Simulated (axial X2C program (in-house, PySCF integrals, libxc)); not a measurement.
**Cl or O: which binds elements of chip processing more strongly?**

Computed with an in-house all-electron X2C program for linear molecules (integrals from PySCF), spin-free (one-electron X2C) or two-component (2c: spin–orbit coupling with atomic mean-field Coulomb and Gaunt terms, which also bring small scalar terms), in Dyall basis sets with cores contracted in-house; open shells are unrestricted.

Level PBE0, spin-free. Dyall triple-zeta sets: BCl v3z/av3z; BO v3z/av3z; AlCl v3z/av3z; AlO v3z/av3z; SiCl v3z/av3z; SiO v3z/av3z; GaCl cv3z/av3z; GaO cv3z/av3z; GeCl cv3z/av3z; GeO cv3z/av3z; ZrCl cv3z/av3z; ZrO cv3z/av3z; InCl cv3z/av3z; InO cv3z/av3z; SnCl cv3z/av3z; SnO cv3z/av3z; SbCl cv3z/av3z; SbO cv3z/av3z.

Diatomic bonds are a first guide to the radicals met in plasma etching, cleaning and deposition, though surfaces and higher halides or oxides behave in their own way.

```
element M      state of MCl  Re MCl (Å)  D0 MCl (eV)       state of MO  Re MO (Å)  D0 MO (eV)
        B    M_S = 0, Λ = 0       1.720         5.23  M_S = 1/2, Λ = 0      1.200        8.33
       Al    M_S = 0, Λ = 0       2.155         5.07  M_S = 1/2, Λ = 0      1.629        4.90
       Si  M_S = 1/2, Λ = 1       2.078         4.30    M_S = 0, Λ = 0      1.516        7.69
       Ga    M_S = 0, Λ = 0       2.217         4.78  M_S = 1/2, Λ = 0      1.697        4.10
       Ge  M_S = 1/2, Λ = 1       2.177         4.03    M_S = 0, Λ = 0      1.616        6.53
       Zr  M_S = 3/2, Λ = 0       2.328         4.99    M_S = 1, Λ = 2      1.713        7.79
       In    M_S = 0, Λ = 0       2.418         4.54  M_S = 1/2, Λ = 0      1.922        3.44
       Sn  M_S = 1/2, Λ = 1       2.373         3.88    M_S = 0, Λ = 0      1.818        5.32
       Sb    M_S = 1, Λ = 0       2.344         3.17  M_S = 1/2, Λ = 1      1.805        3.88
```

Work out the energy at 0 K of MCl + O → MO + Cl for each element.

ΔE = D0(MCl) − D0(MO) at PBE0, spin-free: B -3.10, Al 0.17, Si -3.39, Ga 0.68, Ge -2.50, Zr -2.80, In 1.10, Sn -1.44, Sb -0.71 eV (negative: the exchange gives off energy).

For which element is the exchange to O most and for which least favourable, and what is the energy of SiCl + InO → SiO + InCl?

Si most (-3.39 eV), In least (1.10 eV). The atoms cancel in the double exchange: ΔE = -3.39 − (1.10) = -4.49 eV, a figure less sensitive to errors in the atoms than D0 itself.

Each entry is the lowest single determinant of a limited PBE0 search at one distance. D0 = De minus the zero-point energy; De goes to single-determinant-based atoms at the same level (for ions the charge split of lowest energy) and is withheld (n/a) where an atom does not fit its ground term or J level. Main or longest-lived isotopes. One determinant is a doubtful description, or other states lie close, for ZrCl, ZrO, InO, SbCl, SbO; these need not be ground states, and all values refer to the states named. The functionals have no current term, which raises determinants with orbital currents. Spin-free values lack the spin–orbit lowering of the atoms, a third of the ²P splitting for halogens (0.036 eV for Cl, 0.152 eV for Br from NIST levels). These D0 were not checked against measured values; triple-zeta sets, frozen cores and single determinants leave errors of some tenths of an eV, more for transition metals.
